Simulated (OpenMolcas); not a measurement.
# 3d2 along the 20-electron sequence

- Program: OpenMolcas
- Method: SS-CASPT2, IPEA 0.25 Eh, imaginary shift 0.1 Eh
- Basis: ANO-RCC-VTZP
- Scalar Hamiltonian: DKH2, point nucleus
- Spin-orbit coupling: RASSI with atomic mean-field integrals over the reference wave functions, term energies averaged over their components

Active space for each ion: 2 electrons in 5 orbitals (3d); closed shells correlated by CASPT2: 3s 3p.

Computed levels in cm-1 above 3F2:

```tsv
Level	Cr4+	Mn5+	Co7+
3F3	509	758	1383
3F4	1157	1710	3080
1D2	12980	15360	19700
3P0	16080	18560	22910
3P1	16260	18840	23420
3P2	16650	19440	24620
1G4	22430	26100	33120
1S0	52210	60960	76960
weight of 3F in the lowest level (%)	100	100	100
```

Measured, with the error of the calculation in %. Measured levels: Cr4+ from Sugar and Corliss, J. Phys. Chem. Ref. Data 6, 317 (1977); Mn5+ from Corliss and Sugar, J. Phys. Chem. Ref. Data 6, 1253 (1977); Co7+ from Sugar and Corliss, J. Phys. Chem. Ref. Data 10, 1097 (1981).

```json
{"Level": "3F3", "Cr4+": "508 (+0.2)", "Mn5+": "746 (+1.6)", "Co7+": "1430 (-3.3)"}
{"Level": "3F4", "Cr4+": "1142 (+1.3)", "Mn5+": "1669 (+2.5)", "Co7+": "3144 (-2.0)"}
{"Level": "1D2", "Cr4+": "13188 (-1.6)", "Mn5+": "15336 (+0.2)", "Co7+": "19624 (+0.4)"}
{"Level": "3P0", "Cr4+": "15492 (+3.8)", "Mn5+": "17782 (+4.4)", "Co7+": "22304 (+2.7)"}
{"Level": "3P1", "Cr4+": "15677 (+3.7)", "Mn5+": "18057 (+4.3)", "Co7+": "22839 (+2.5)"}
{"Level": "3P2", "Cr4+": "16041 (+3.8)", "Mn5+": "18628 (+4.4)", "Co7+": "24055 (+2.4)"}
{"Level": "1G4", "Cr4+": "22019 (+1.8)", "Mn5+": "25511 (+2.3)", "Co7+": "32360 (+2.3)"}
{"Level": "1S0", "Cr4+": "51146 (+2.1)", "Mn5+": "", "Co7+": "74247 (+3.7)"}
```

The fine-structure level 3F4 changes by a factor of 2.66 from Cr4+ to Co7+. Its fourth root runs 5.83, 6.43, 7.45, with steps per unit of Z of 0.60, 0.51; equal steps would mean a (Z - σ)^4 law with constant σ.

1D2 changes by a factor of 1.52 over the same range, with steps per unit of Z of +2380, +2170 cm-1.

CASPT2 does not keep the components of a term degenerate, so their means are used; among the terms shown or strongly mixed into the levels shown the widest spread is 860 cm-1 (3d2 1G, Cr4+). Terms from blocks run as CI alone lack orbitals of their own. Computed and measured levels are paired by configuration, term and J; levels that our copy of the source lacks, or whose pairing is in doubt (as where it misses far off the trend of its configuration), stay unpaired and out of the deviations. Only configurations of the active space appear.
